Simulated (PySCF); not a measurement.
## Ionising Pb₂

UHF-CCSD(T); Pb cc-pVDZ-PP with ECP60; scalar-relativistic core potentials (PySCF 2.14). Neutral (UHF): triplet (π ↑↑), Re = 2.934 Å, ωe = 133 cm⁻¹, De = 1.72 eV.

Pb₂⁺ (UHF): quartet (σ ↑, π ↑↑), Re = 2.968 Å, ωe = 115 cm⁻¹, De = 2.21 eV to Pb⁺ + Pb. The energies at the minima are -383.86941 hartree for Pb2 and -383.63564 for Pb₂⁺.

(1) Work out the adiabatic ionisation energy, without and with harmonic zero-point energies (1 hartree = 27.2114 eV, 1 eV = 8065.5 cm⁻¹), and the change of the bond length.

Correlated steps freeze 8 core orbitals. Correlated levels converge slowly with the basis: in double zeta they bind strong bonds too weakly, by up to about 1 eV, and carry superposition errors of some tenths. Spin–orbit coupling is left out, which matters for elements this heavy, above all for dissociation energies. States were picked by a PBE0 search and need not be the measured ground states.

Results:

(1) At UHF-CCSD(T): 0.23377 hartree = 6.361 eV between the minima; the zero-point term (115.0 − 133.0)/2 cm⁻¹ = -0.001 eV makes it 6.360 eV. Re changes by +3.4 pm against the neutral. The electron leaves a σ orbital, and the longer bond of the ion fits a bonding orbital, or a change in how ionic the bond is.
